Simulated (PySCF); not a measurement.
An unknown shows these calculated signals:

1H NMR (300 MHz, computed): δ 9.61 (m, 1H), 9.05 (m, 1H), 8.99 (d, 1H), 8.02 (m, 1H), 7.40 (m, 1H), 4.55 (m, 3H).

13C{1H} NMR (computed): δ 205.1 (CH), 156.4 (CH), 155.5 (CH), 154.4 (C), 142.6 (CH), 126.7 (CH).

One computed conformer, gas phase, relativity neglected, averaged over atoms made equivalent by symmetry, fast rotation or ring inversion. Structure optimised with GFN2-xTB; σ from GIAO-PBE0/pcSseg-1; PySCF 2.14.0 with density-fitted response routines.

δ = σ(ref) − σ, references computed at the same level: 1H and 13C vs TMS.

**Question.** Which of these does the molecule contain: a Si–H bond, a nitrile, a (CH3)2CH unit, an S-methyl group, a heteroaromatic ring?

**Answer.** 
- A Si–H bond: yes (δH 4.55 (m)).
- A nitrile: no.
- A (CH3)2CH unit: no.
- An S-methyl group: no.
- A heteroaromatic ring: yes.

The data belong to `InChI=1S/C6H8NPSi/c9-5-8-6-2-1-3-7-4-6/h1-5H,9H3`; they needn't prove each group on their own.

Carbon signals by region: 1 in the far downfield region (above 160 ppm), 5 in the sp2 and nitrile region (100–160 ppm). Above 160 ppm: 205.1, carbon double-bonded to a heavier main-group atom.

Splittings by 31P in the carbon and heteronuclear signals aren't shown, as no couplings were computed. Shifts are as computed. Against solution values, carbons near 30 ppm lie about +3 ppm off and those near 130 ppm about +5 ppm. Of 1211 compounds with measured shifts, 218 miss one by over three times the rms of a fit or turn the order of signals round; such compounds aren't used in these exercises. Multiplicities follow the n + 1 count of equivalent neighbours, as no J values were calculated; m marks all less simple cases, F and P coupling included.
